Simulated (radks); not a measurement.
Mo18+, 24 electrons, occupied as [Ar] 3d6 (the NIST ground configuration). All-electron calculation, non-relativistic Kohn-Sham, LB94 model potential, spin-polarised, spherical densities, point nucleus; open shells are filled with parallel spins first (spin-orbit coupling, left out, can overturn this in heavy ions); relativity is left out, which matters for an element this heavy. Program: a radial shooting solver on a logarithmic mesh with Libxc functionals.

Normalised radial functions P(r) = r R(r), r in bohr:

```
   r/bohr * 3p up (the largest magnitude, 1.7, reaches the edge; | marks zero)
 0.002346                             *
 0.002935                             *
 0.003672                             *
 0.004593                             *
 0.005747                             *
 0.007132                             |*
 0.008923                             |*
  0.01116                             |*
  0.01397                             | *
  0.01747                             |  *
  0.02186                             |   *
  0.02735                             |     *
  0.03421                             |       *
   0.0428                             |         *
  0.05355                             |            *
    0.067                             |              *
  0.08382                             |              *
   0.1049                             |             *
   0.1312                             |        *
   0.1641                             |*
   0.2053                   *         |
   0.2548          *                  |
   0.3188   *                         |
   0.3989  *                          |
    0.499       *                     |
   0.6243               *             |
    0.781                      *      |
   0.9771                           * |
    1.222                            *|
```

3p up: eigenvalue -905.33 eV, 1 radial node at r = 0.167 bohr, <r> = 0.410 bohr, 90 % of the charge inside 0.612 bohr.
